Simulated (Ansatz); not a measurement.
`ClB1[SiH2]C1Br` + H₂ → `ClB1C[SiH2]1` + HBr at 400 K and 1 bar (hydrogenolysis of a C–Br bond).

Isolated molecules relaxed with PBE0-D4/def2-TZVP in Ansatz; ΔE leaves out vibrations. CCSD(T)/CBS is the MP2 limit (def2-TZVPP, def2-QZVPP) plus CCSD(T) − MP2 in def2-TZVPP, frozen cores. This one scheme is used for every species. For Br outer-core shells are correlated without core-valence functions, which leaves a few kJ/mol of doubt a bond. Scalar relativity is left out up to krypton.

```json
{"species": "`ClB1[SiH2]C1Br`", "CCSD(T)/CBS energy (Eh)": "-3386.79983", "H − E (kJ/mol)": "130.7", "S (J/(mol·K))": "388.1"}
{"species": "H₂", "CCSD(T)/CBS energy (Eh)": "-1.17544", "H − E (kJ/mol)": "38.0", "S (J/(mol·K))": "139.0"}
{"species": "`ClB1C[SiH2]1`", "CCSD(T)/CBS energy (Eh)": "-814.08481", "H − E (kJ/mol)": "149.2", "S (J/(mol·K))": "340.0"}
{"species": "HBr", "CCSD(T)/CBS energy (Eh)": "-2573.91920", "H − E (kJ/mol)": "27.6", "S (J/(mol·K))": "207.2"}
```

H − E and S are ideal-gas, rigid-rotor, harmonic terms from PBE0-D4/def2-TZVP, for one conformer and one mirror image of each species. The MP2-based limit puts H₂ 0.8 mEh under its directly extrapolated value; such offsets cancel only in part. 1 Eh = 2625.50 kJ/mol, R = 8.31446 J/(mol·K).

Task: By hand: ΔE, ΔH, ΔS and ΔG.

Result: ΔE = (-814.08481) + (-2573.91920) − (-3386.79983) − (-1.17544) = -0.02874 Eh = -75.5 kJ/mol. Δ(H − E) = 149.2 + 27.6 − 130.7 − 38.0 = 8.1, so ΔH = -67.4 kJ/mol. ΔS = 340.0 + 207.2 − 388.1 − 139.0 = 20.1 J/(mol·K). ΔG = -67.4 − 400 × (20.1)/1000 = -75.4 kJ/mol.

Task: By hand: the equilibrium constant, and the temperature at which ΔG would vanish if ΔH and ΔS stayed fixed.

Result: log₁₀ K = −ΔG/(RT ln 10) = 9.8. ΔH and −TΔS have one sign here, so there is no such temperature.

ΔH outweighs TΔS. A doubt of 5 kJ/mol in ΔE shifts log₁₀ K by 0.7 here. Other conformers and mirror images would add mixing entropy, several J/(mol·K) or more a flexible species. These are equilibria of isolated gas molecules and say nothing of rates. Largest T1 diagnostic: 0.013 (customary marks: 0.02 for closed shells, 0.045 for open ones).
